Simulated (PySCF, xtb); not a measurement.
C3H7BF2O, SMILES FB(F)[C@@H](C)OC. Other conformers were not sampled.

Harmonic wavenumbers (cm⁻¹) from GFN2-xTB run with xtb at its own minimum, in rising order: 27, 81, 130, 174, 182, 257, 334, 350, 421, 491, 576, 736, 902, 1003, 1035, 1068, 1115, 1130, 1157, 1222, 1270, 1307, 1322, 1390, 1403, 1469, 1480, 1493, 1495, 2774, 2905, 2932, 3029, 3040, 3049, 3056.

Task: What does PBE-D3(BJ)/def2-SVP (PySCF 2.14.0) give at its own minimum? (An estimate is asked for; the answer gives what the named calculation found.)

Result: 35, 83, 152, 180, 205, 251, 342, 359, 433, 520, 636, 750, 859, 967, 1021, 1067, 1132, 1140, 1166, 1198, 1276, 1324, 1368, 1398, 1401, 1409, 1425, 1428, 1444, 2830, 2890, 2952, 2976, 3061, 3065, 3076. Paired by order, the mean absolute difference is 24 cm⁻¹ and the zero-point energies are 65.5 and 65.5 kcal/mol.
